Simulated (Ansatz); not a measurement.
Relaxation of `Cc1csc(-c2sc(-c3sccc3C)cc2C)c1` with RKS PBE-D4/def2-SVP.

```sh
$ ansatz run in.yaml --threads 2 --pin off --events-out ev --progress --plain --max-ram 32768MiB --backend cuda --devices 0, --max-vram 18GiB
```

```yaml
crystal:
  periodic: [false, false, false]
  atoms:
    - {symbol: C, position_ang: [-4.986250, 1.629520, -1.047510]}
    - {symbol: C, position_ang: [-4.135960, 0.559870, -0.445740]}
    - {symbol: C, position_ang: [-4.616900, -0.575090, 0.133640]}
    - {symbol: S, position_ang: [-3.369370, -1.602200, 0.720160]}
    - {symbol: C, position_ang: [-2.145360, -0.486280, 0.178630]}
    - {symbol: C, position_ang: [-0.750080, -0.710000, 0.367150]}
    - {symbol: S, position_ang: [0.370170, 0.456830, -0.287190]}
    - {symbol: C, position_ang: [1.734990, -0.415690, 0.346770]}
    - {symbol: C, position_ang: [3.080860, 0.025790, 0.181740]}
    - {symbol: S, position_ang: [4.349160, -0.826280, 1.028630]}
    - {symbol: C, position_ang: [5.542110, 0.215930, 0.367580]}
    - {symbol: C, position_ang: [5.001920, 1.153380, -0.450850]}
    - {symbol: C, position_ang: [3.595910, 1.061380, -0.568310]}
    - {symbol: C, position_ang: [2.789330, 1.983920, -1.418280]}
    - {symbol: C, position_ang: [1.310180, -1.539190, 1.013660]}
    - {symbol: C, position_ang: [-0.081850, -1.722280, 1.026930]}
    - {symbol: C, position_ang: [-0.740070, -2.890200, 1.679660]}
    - {symbol: C, position_ang: [-2.725830, 0.604300, -0.418520]}
    - {symbol: H, position_ang: [-4.626770, 2.612800, -0.749500]}
    - {symbol: H, position_ang: [-4.948190, 1.571280, -2.135580]}
    - {symbol: H, position_ang: [-6.020560, 1.519230, -0.731770]}
    - {symbol: H, position_ang: [-5.639420, -0.874900, 0.253580]}
    - {symbol: H, position_ang: [6.570850, 0.066010, 0.628000]}
    - {symbol: H, position_ang: [5.587250, 1.895610, -0.964730]}
    - {symbol: H, position_ang: [3.442520, 2.681690, -1.936230]}
    - {symbol: H, position_ang: [2.080960, 2.548520, -0.811820]}
    - {symbol: H, position_ang: [2.216550, 1.424210, -2.157770]}
    - {symbol: H, position_ang: [1.997210, -2.221260, 1.484630]}
    - {symbol: H, position_ang: [0.008380, -3.537180, 2.129600]}
    - {symbol: H, position_ang: [-1.309320, -3.465530, 0.949650]}
    - {symbol: H, position_ang: [-1.434800, -2.563040, 2.452690]}
    - {symbol: H, position_ang: [-2.147580, 1.418840, -0.818900]}
basis:
  gaussian: {orbitals: def2-SVP}
hamiltonian: {xc: pbe, dispersion: d4}
scf: {lower_state_search: "off"}
output: {orbitals: {seedname: orbitals}}
relax: {f_tol: 0.03, max_steps: 70}
```

Run time 59 s (2 threads of AMD EPYC 7R13 on a shared host and a share (18 GiB) of an NVIDIA H100 80GB HBM3), peak host memory 1 GiB.

Positions (Å) and forces (eV/Å) at steps 1, 2, 3, 4, 6, 7, 10 of 10:

```xyz
32
step=1 energy=-48234.8999 eV
C    -4.986    1.630   -1.048    0.245   -0.409    0.199
C    -4.136    0.560   -0.446   -0.133    0.772   -0.389
C    -4.617   -0.575    0.134    0.096   -0.636    0.339
S    -3.369   -1.602    0.720   -0.060   -0.341    0.164
C    -2.145   -0.486    0.179    0.212   -0.442    0.222
C    -0.750   -0.710    0.367    0.017    0.426   -0.249
S     0.370    0.457   -0.287   -0.103    0.210   -0.151
C     1.735   -0.416    0.347    0.056    0.372   -0.234
C     3.081    0.026    0.182   -0.015   -0.447    0.352
S     4.349   -0.826    1.029   -0.008   -0.223    0.214
C     5.542    0.216    0.368    0.026   -0.568    0.424
C     5.002    1.153   -0.451   -0.162    0.243   -0.208
C     3.596    1.061   -0.568   -0.025    0.570   -0.452
C     2.789    1.984   -1.418    0.269   -0.330    0.291
C     1.310   -1.539    1.014   -0.178   -0.127    0.050
C    -0.082   -1.722    1.027   -0.010   -0.582    0.360
C    -0.740   -2.890    1.680    0.232    0.404   -0.222
C    -2.726    0.604   -0.419   -0.314    0.132   -0.110
H    -4.627    2.613   -0.750    0.141    0.652    0.135
H    -4.948    1.571   -2.136   -0.035    0.067   -0.683
H    -6.021    1.519   -0.732   -0.667    0.028    0.123
H    -5.639   -0.875    0.254   -0.893   -0.225    0.102
H     6.571    0.066    0.628    0.909   -0.107    0.201
H     5.587    1.896   -0.965    0.457    0.594   -0.402
H     3.443    2.682   -1.936    0.316    0.468   -0.345
H     2.081    2.549   -0.812   -0.462    0.435    0.271
H     2.217    1.424   -2.158   -0.405   -0.238   -0.502
H     1.997   -2.221    1.485    0.511   -0.551    0.351
H     0.008   -3.537    2.130    0.384   -0.454    0.305
H    -1.309   -3.466    0.950   -0.377   -0.449   -0.364
H    -1.435   -2.563    2.453   -0.457    0.098    0.521
H    -2.148    1.419   -0.819    0.435    0.655   -0.311
32
step=2 energy=-48235.1550 eV
C    -5.035    1.643   -1.070    0.110   -0.162    0.087
C    -4.180    0.570   -0.456   -0.024    0.283   -0.147
C    -4.666   -0.578    0.132    0.001   -0.195    0.098
S    -3.408   -1.604    0.715   -0.007   -0.210    0.129
C    -2.167   -0.490    0.183    0.100   -0.039    0.015
C    -0.758   -0.724    0.381    0.007    0.101   -0.068
S     0.376    0.435   -0.277   -0.057    0.193   -0.097
C     1.756   -0.431    0.351    0.054    0.036   -0.045
C     3.112    0.024    0.181   -0.027   -0.088    0.108
S     4.394   -0.818    1.030   -0.032   -0.168    0.077
C     5.602    0.210    0.358    0.041   -0.124    0.143
C     5.052    1.165   -0.461   -0.073    0.078   -0.086
C     3.632    1.077   -0.574    0.006    0.219   -0.177
C     2.820    2.014   -1.420    0.094   -0.154    0.113
C     1.323   -1.569    1.019   -0.063   -0.055    0.038
C    -0.082   -1.750    1.045    0.019   -0.232    0.137
C    -0.741   -2.922    1.711    0.071    0.163   -0.102
C    -2.758    0.611   -0.422   -0.104    0.054   -0.039
H    -4.689    2.644   -0.763    0.025    0.193    0.038
H    -4.986    1.601   -2.173   -0.009    0.029   -0.193
H    -6.090    1.534   -0.773   -0.184    0.004    0.025
H    -5.707   -0.880    0.260   -0.218   -0.054    0.016
H     6.649    0.053    0.616    0.217   -0.016    0.044
H     5.645    1.922   -0.980    0.113    0.151   -0.113
H     3.476    2.719   -1.953    0.091    0.137   -0.106
H     2.111    2.602   -0.811   -0.132    0.127    0.083
H     2.222    1.467   -2.171   -0.118   -0.059   -0.136
H     2.020   -2.271    1.485    0.124   -0.150    0.098
H     0.014   -3.580    2.167    0.108   -0.135    0.094
H    -1.325   -3.518    0.989   -0.111   -0.133   -0.096
H    -1.441   -2.599    2.502   -0.135    0.029    0.150
H    -2.172    1.442   -0.823    0.111    0.175   -0.085
32
step=3 energy=-48235.1774 eV
C    -5.052    1.641   -1.078    0.003   -0.019    0.005
C    -4.190    0.574   -0.461   -0.016    0.001   -0.022
C    -4.671   -0.588    0.125   -0.017    0.030    0.029
S    -3.405   -1.600    0.726   -0.031   -0.058   -0.017
C    -2.165   -0.480    0.187    0.055    0.081    0.005
C    -0.753   -0.719    0.389   -0.027    0.020    0.031
S     0.386    0.447   -0.256   -0.031    0.004   -0.036
C     1.766   -0.438    0.357    0.052   -0.030    0.058
C     3.126    0.020    0.180   -0.013   -0.052   -0.057
S     4.416   -0.843    1.002   -0.026    0.042    0.077
C     5.622    0.209    0.356    0.029   -0.038   -0.089
C     5.068    1.164   -0.472   -0.004    0.031    0.062
C     3.645    1.079   -0.581   -0.001    0.033   -0.020
C     2.825    2.022   -1.417    0.011   -0.018    0.010
C     1.328   -1.580    1.027    0.008    0.003   -0.026
C    -0.081   -1.756    1.054   -0.009   -0.037    0.012
C    -0.750   -2.925    1.721    0.017    0.018   -0.018
C    -2.765    0.625   -0.419   -0.002   -0.019   -0.013
H    -4.735    2.653   -0.751   -0.014   -0.019   -0.002
H    -4.983    1.622   -2.187    0.002    0.009    0.016
H    -6.119    1.513   -0.807    0.020   -0.002   -0.011
H    -5.716   -0.901    0.245    0.007    0.012   -0.002
H     6.677    0.055    0.615   -0.004    0.001   -0.018
H     5.663    1.927   -0.996   -0.005    0.001    0.014
H     3.479    2.727   -1.965   -0.005   -0.003    0.003
H     2.125    2.624   -0.798    0.009    0.001   -0.004
H     2.204    1.482   -2.164    0.005    0.005    0.013
H     2.026   -2.293    1.491   -0.010    0.006   -0.001
H     0.001   -3.593    2.186   -0.004    0.004    0.001
H    -1.340   -3.530    1.000    0.003    0.003    0.004
H    -1.455   -2.600    2.515    0.003    0.000   -0.003
H    -2.179    1.465   -0.821   -0.004   -0.010   -0.002
32
step=4 energy=-48235.1803 eV
C    -5.056    1.630   -1.088    0.021    0.013   -0.006
C    -4.192    0.569   -0.465   -0.015    0.004    0.004
C    -4.676   -0.580    0.141    0.032    0.000   -0.003
S    -3.412   -1.595    0.747    0.052    0.063   -0.030
C    -2.166   -0.476    0.196   -0.070   -0.023    0.002
C    -0.754   -0.714    0.397    0.000    0.015    0.005
S     0.384    0.452   -0.251    0.044   -0.032    0.023
C     1.769   -0.438    0.358   -0.039   -0.003   -0.022
C     3.129    0.015    0.175   -0.002    0.024   -0.002
S     4.419   -0.843    1.003    0.000    0.000   -0.001
C     5.627    0.199    0.342   -0.007    0.001    0.002
C     5.070    1.165   -0.470   -0.001   -0.016    0.003
C     3.647    1.079   -0.580    0.012   -0.023    0.001
C     2.829    2.028   -1.408   -0.019   -0.008   -0.028
C     1.329   -1.582    1.023   -0.002    0.017   -0.012
C    -0.080   -1.755    1.055    0.024    0.011    0.007
C    -0.751   -2.921    1.718    0.007   -0.021    0.018
C    -2.767    0.618   -0.427    0.015   -0.022    0.011
H    -4.781    2.639   -0.716   -0.018   -0.012   -0.002
H    -4.937    1.650   -2.192   -0.003    0.000    0.014
H    -6.127    1.463   -0.865   -0.006    0.007   -0.012
H    -5.724   -0.881    0.263   -0.004   -0.021    0.014
H     6.683    0.042    0.593    0.003   -0.003    0.000
H     5.664    1.932   -0.987    0.008    0.009   -0.013
H     3.484    2.701   -1.994    0.012    0.007    0.000
H     2.176    2.665   -0.775   -0.037    0.019    0.002
H     2.164    1.497   -2.123    0.026    0.005    0.040
H     2.026   -2.298    1.484   -0.005   -0.002   -0.002
H    -0.004   -3.592    2.186   -0.003    0.009   -0.007
H    -1.338   -3.522    0.992   -0.020   -0.017    0.008
H    -1.457   -2.594    2.510   -0.009   -0.012   -0.003
H    -2.180    1.449   -0.844    0.003    0.010   -0.009
32
step=6 energy=-48235.1826 eV
C    -5.059    1.622   -1.102   -0.041    0.043   -0.025
C    -4.194    0.569   -0.468    0.006    0.002   -0.005
C    -4.672   -0.574    0.152    0.000   -0.008    0.012
S    -3.404   -1.573    0.772   -0.004   -0.014    0.002
C    -2.165   -0.462    0.205    0.003    0.000    0.014
C    -0.754   -0.702    0.409    0.011    0.003   -0.003
S     0.388    0.462   -0.235   -0.007    0.006   -0.004
C     1.770   -0.436    0.362    0.003    0.010   -0.005
C     3.130    0.016    0.177    0.008   -0.015   -0.005
S     4.421   -0.856    0.988    0.003    0.007    0.007
C     5.630    0.184    0.324   -0.001   -0.011   -0.005
C     5.073    1.157   -0.480   -0.003    0.010   -0.002
C     3.648    1.081   -0.577   -0.006    0.010    0.009
C     2.827    2.036   -1.395    0.003    0.008    0.010
C     1.328   -1.581    1.024   -0.008   -0.009    0.010
C    -0.081   -1.748    1.062   -0.007    0.000   -0.006
C    -0.750   -2.919    1.724   -0.001    0.002   -0.003
C    -2.767    0.623   -0.432   -0.013    0.007   -0.012
H    -4.861    2.624   -0.664   -0.019   -0.061   -0.033
H    -4.863    1.700   -2.195   -0.016    0.003    0.070
H    -6.137    1.399   -0.967    0.075    0.018   -0.014
H    -5.717   -0.884    0.282   -0.006    0.006   -0.005
H     6.687    0.018    0.565    0.003   -0.004    0.001
H     5.667    1.921   -1.000    0.002    0.000    0.001
H     3.481    2.722   -1.968   -0.002   -0.001   -0.004
H     2.160    2.660   -0.762    0.006   -0.008    0.000
H     2.172    1.505   -2.117   -0.005    0.002   -0.013
H     2.023   -2.302    1.477    0.006   -0.003    0.003
H     0.001   -3.591    2.182    0.004   -0.004    0.003
H    -1.345   -3.519    1.002    0.000    0.003   -0.003
H    -1.451   -2.598    2.522    0.000    0.003    0.004
H    -2.185    1.449   -0.866    0.007   -0.004    0.003
32
step=7 energy=-48235.1829 eV
C    -5.059    1.621   -1.104   -0.024    0.021   -0.012
C    -4.194    0.569   -0.469    0.003   -0.004   -0.003
C    -4.672   -0.575    0.151   -0.003   -0.005    0.001
S    -3.404   -1.574    0.770   -0.008   -0.002    0.009
C    -2.165   -0.462    0.207    0.009   -0.004   -0.007
C    -0.754   -0.701    0.411    0.004    0.000   -0.001
S     0.387    0.462   -0.234   -0.006    0.000   -0.005
C     1.770   -0.436    0.362    0.006    0.006    0.007
C     3.130    0.015    0.175    0.001    0.003    0.012
S     4.421   -0.856    0.988    0.002   -0.005   -0.013
C     5.631    0.181    0.320    0.000    0.008    0.007
C     5.073    1.156   -0.481    0.000   -0.003   -0.008
C     3.648    1.081   -0.577   -0.003    0.000    0.001
C     2.827    2.038   -1.393    0.001    0.007    0.008
C     1.328   -1.581    1.025   -0.001   -0.008   -0.002
C    -0.082   -1.748    1.063   -0.005    0.006    0.003
C    -0.750   -2.919    1.726   -0.002    0.001   -0.002
C    -2.767    0.623   -0.431   -0.009    0.008   -0.001
H    -4.864    2.623   -0.665   -0.008   -0.031   -0.015
H    -4.860    1.702   -2.195   -0.005    0.001    0.036
H    -6.136    1.397   -0.973    0.040    0.007   -0.006
H    -5.717   -0.886    0.278    0.001    0.007   -0.004
H     6.688    0.013    0.558   -0.003    0.000    0.000
H     5.667    1.921   -1.001   -0.001   -0.004    0.002
H     3.480    2.727   -1.963   -0.004   -0.003    0.001
H     2.157    2.658   -0.759    0.008   -0.007   -0.002
H     2.175    1.508   -2.120   -0.002    0.001   -0.006
H     2.023   -2.302    1.479    0.001    0.001   -0.002
H     0.001   -3.592    2.182    0.000    0.000    0.000
H    -1.347   -3.517    1.005    0.004    0.005    0.000
H    -1.449   -2.597    2.526    0.003    0.002    0.000
H    -2.185    1.449   -0.864    0.003   -0.006    0.005
32
step=10 energy=-48235.1834 eV
C    -5.057    1.611   -1.122   -0.005    0.005   -0.005
C    -4.192    0.563   -0.479   -0.002   -0.006   -0.006
C    -4.672   -0.573    0.154   -0.004    0.010    0.002
S    -3.406   -1.564    0.791   -0.001   -0.002   -0.004
C    -2.165   -0.461    0.212    0.002    0.004   -0.003
C    -0.754   -0.699    0.417   -0.006   -0.003    0.003
S     0.387    0.461   -0.235   -0.001   -0.001   -0.003
C     1.770   -0.436    0.364    0.003   -0.001    0.005
C     3.131    0.009    0.168   -0.002   -0.003   -0.004
S     4.426   -0.885    0.947   -0.004    0.001    0.000
C     5.634    0.156    0.284   -0.001    0.000   -0.005
C     5.073    1.147   -0.495    0.002   -0.004    0.004
C     3.647    1.083   -0.574    0.003    0.005    0.002
C     2.822    2.059   -1.365    0.001   -0.003   -0.003
C     1.328   -1.577    1.033    0.002    0.002   -0.005
C    -0.082   -1.743    1.073    0.003   -0.001    0.005
C    -0.751   -2.909    1.742   -0.001    0.002   -0.001
C    -2.766    0.616   -0.440    0.009   -0.002    0.007
H    -4.917    2.601   -0.639   -0.002   -0.011   -0.007
H    -4.805    1.737   -2.196   -0.005   -0.001    0.012
H    -6.131    1.349   -1.055    0.014    0.006   -0.001
H    -5.718   -0.880    0.281    0.002   -0.003    0.003
H     6.693   -0.022    0.508   -0.002    0.003   -0.003
H     5.666    1.916   -1.011   -0.001    0.001    0.000
H     3.473    2.768   -1.913   -0.002   -0.003    0.005
H     2.148    2.656   -0.714    0.002   -0.001   -0.002
H     2.175    1.548   -2.109    0.002    0.003    0.005
H     2.023   -2.296    1.490   -0.002    0.000    0.000
H     0.000   -3.586    2.192   -0.001    0.000    0.000
H    -1.358   -3.503    1.027    0.001    0.000    0.001
H    -1.440   -2.583    2.549    0.001    0.000   -0.001
H    -2.180    1.434   -0.884   -0.005    0.002   -0.001
```
